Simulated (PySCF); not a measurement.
## Calculated data, AlBClH3N, CH7B2Si

All values are calculated (PySCF 2.14.0). Calculation on a computer-drawn molecule: optimised geometry and harmonic frequencies of an isolated molecule of the commonest isotopes, restricted reference for singlets and unrestricted otherwise, frozen core in MP2.

Common to all runs: basis cc-pV(D+d)Z.

(1) AlBClH3N

Start structure:
```xyz
7
AlBClH3N
N     -1.5868    -1.3052     0.0684
B     -0.6059    -0.3254     0.0892
Al    -0.7219     1.7880    -0.3414
Cl     1.0790    -0.8984     0.4770
H     -2.5436    -1.1140    -0.1424
H     -1.3950    -2.2683     0.2634
H     -0.7275     2.8465     0.8508
```

```
charge                                        : 0
multiplicity                                  : 2
method                                        : MP2
rotational constants                          : 5.816, 2.857, 1.94 GHz
total energy                                  : -782.7886 hartree
spin squared                                  : 0.7605
convergence status largest gradient component : 1.961e-05 hartree/bohr
```

Drawn bonds:
```csv
atom,other atom,order
1,2,1
2,3,1
2,4,1
1,5,1
1,6,1
3,7,1
```

Optimised structure:
```xyz
7
AlBClH3N
N     -1.5921    -1.3182     0.0627
B     -0.6177    -0.3181     0.0967
Al    -0.7449     1.7842    -0.3329
Cl     1.0626    -0.8481     0.4880
H     -2.5636    -1.1362    -0.1603
H     -1.3824    -2.2933     0.2622
H     -0.6636     2.8529     0.8487
```

Modes:
```csv
frequency (cm⁻¹),reduced mass (dalton)
107.3,8.76
141.8,1.095
288.6,4.112
297.5,2.273
462.2,6.8
512.2,1.233
575.1,1.568
628,1.061
727.9,2.945
1029,1.95
1340,3.669
1611,1.303
1899,1.045
3602,1.052
3735,1.097
```

(2) CH7B2Si

Start structure:
```xyz
11
CH7B2Si
B     -1.0465    -2.1463    -1.5301
C     -0.4408    -1.0239    -1.0456
B      0.5352    -1.2505    -2.2424
Si     0.6849    -1.4194     0.6414
H     -1.6594    -3.1086    -1.8657
H     -0.7115    -0.0581    -0.8047
H      0.6030    -2.2329    -2.8692
H      1.2729    -0.3548    -2.6083
H      1.6284    -0.3587     0.6942
H     -0.3887    -1.3819     1.6670
H      1.2514    -2.7344     0.5027
```

```
charge       : 1
multiplicity : 1
method       : HF
total energy : ?
```

Drawn bonds:
```csv
atom,other atom,order
1,2,1
2,3,1
2,4,1
1,5,1
2,6,1
3,7,1
3,8,1
4,9,1
4,10,1
4,11,1
```

To be estimated
1. Give the missing total energy for CH7B2Si (entry 2).

Answers
1. -379.9467 hartree

Further results for CH7B2Si (entry 2):

```
rotational constants                          : 8.322, 4.5, 3.369 GHz
convergence status largest gradient component : 2.498e-05 hartree/bohr
```

Optimised structure:
```xyz
11
CH7B2Si
B     -1.2154    -2.3371    -1.4209
C     -0.4410    -1.1625    -1.1330
B      0.7323    -0.9646    -2.2193
Si     0.6357    -1.5135     0.5393
H     -1.8037    -3.3229    -1.6671
H     -1.0453    -0.2714    -0.9388
H      1.2976    -1.9197    -2.6577
H      1.0218     0.1480    -2.5166
H      1.9561    -0.9448     0.2363
H     -0.1009    -0.8101     1.5921
H      0.6917    -2.9709     0.7249
```

Modes:
```csv
frequency (cm⁻¹),reduced mass (dalton)
94.38,1.107
162,2.781
179,2.387
205.7,2.455
308,1.09
513.2,5.492
638.9,1.11
666.3,1.171
761.1,1.208
835.9,1.628
878.9,1.406
960.3,1.94
1000,1.124
1011,1.063
1021,1.077
1036,1.225
1069,1.403
1133,1.29
1303,1.132
1394,4.359
2369,1.019
2384,1.053
2412,1.052
2730,1.049
2856,1.132
2967,1.121
3224,1.084
```
